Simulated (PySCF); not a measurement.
# Reading the logs of faulty runs: FH5Si3

These are calculations, not measurements. The program is PySCF 2.14.0, an open-source quantum chemistry code, run on an isolated molecule that a program drew, which may never have been made. The molecule is FH5Si3 (charge 0, singlet), drawn as the SMILES string `F[SiH]([SiH])[SiH3]`.

Each row is a Hartree-Fock (HF) and frozen-core CCSD(T) single point in the cc-pV(D+d)Z basis, meant for a local HF minimum. Run 1 is clean. Each other run has one planted mistake out of seven kinds, and not every kind appears here: one electron removed, one electron added, multiplicity raised by two, geometry at a saddle point, minimal basis STO-3G, one bond length entered in bohr, all coordinates scaled. The reference is restricted for singlets and unrestricted otherwise, and also for a bond in bohr. Adding or removing an electron swaps singlet and doublet. Electrons count all cores. HOMO and LUMO are orbital energies over both spins, the gradient is its largest component, and the lowest frequency (negative if imaginary) is given only where the gradient is small. Bond lengths are over the 8 bonds as drawn. T1 is the CCSD diagnostic: over 0.02 (restricted) or 0.045 (unrestricted) a single reference is doubtful.

Geometry of the clean run:
```xyz
9
FH5Si3, angstrom
F    -3.2997    0.4144    0.0416
Si   -1.8386   -0.0430    0.6131
Si   -0.4703   -0.9253   -1.1446
Si   -0.9037    1.8275    1.7305
H    -2.0965   -1.1215    1.6013
H     0.6379   -1.1648   -0.1346
H     0.2943    1.3872    2.4849
H    -1.8865    2.4186    2.6682
H    -0.4916    2.8605    0.7490
```

```
run  electrons  basis functions  <S^2>  HOMO (eV)  LUMO (eV)  gradient (hartree/bohr)  lowest frequency (cm^-1)  mean bond (Å)  longest bond (Å)      T1  HF (hartree)  CCSD(T) (hartree)                     mistake
  1         56              108  0.000      -8.82      -0.27                  3.0e-05                        80         1.7315             2.396  0.0152    -969.14758         -969.68767                    no fault
  2         56              108  2.013      -8.47      -0.40                  3.4e-02                         -         1.7315             2.396  0.0196    -969.13439         -969.65483  multiplicity raised by two
  3         56              108  1.321      -8.84       0.06                  9.5e-03                         -         1.8963             2.799  0.0620    -969.04615         -969.56788                           ?
  4         55              108  0.782     -15.85      -6.85                  5.1e-02                         -         1.7315             2.396  0.0235    -968.86067         -969.37557                           ?
```

**Which mistake was planted in run 3, and what did it cost?**

The mean bond changes by a factor of 1.095 and the longest by 1.168, so the molecule wasn't scaled as a whole. A length L in bohr read as angstrom grows by (1/0.5292 - 1) L = 0.890 L. The 8 bonds together grew by 8 x 0.1648 = 1.318 Å, which gives L = 1.482 Å. That is the length of one of the H-Si bonds, 1.481 Å in the clean geometry. So the mistake is: one bond length entered in bohr. Subtracting run 1 and multiplying by 627.51 kcal/mol a hartree, the energy moved by 63.6 kcal/mol in HF and 75.2 kcal/mol in CCSD(T).

**Which mistake was planted in run 4, and what did it cost?**

It counts 55 electrons, one fewer than the clean run, at the same geometry and basis. So the mistake is: one electron removed. Subtracting run 1 and multiplying by 627.51 kcal/mol a hartree, the energy moved by 180.0 kcal/mol in HF and 195.8 kcal/mol in CCSD(T).

Cautions from the logs. Run 3: T1 is over the limit, so its CCSD(T) energy is less reliable.
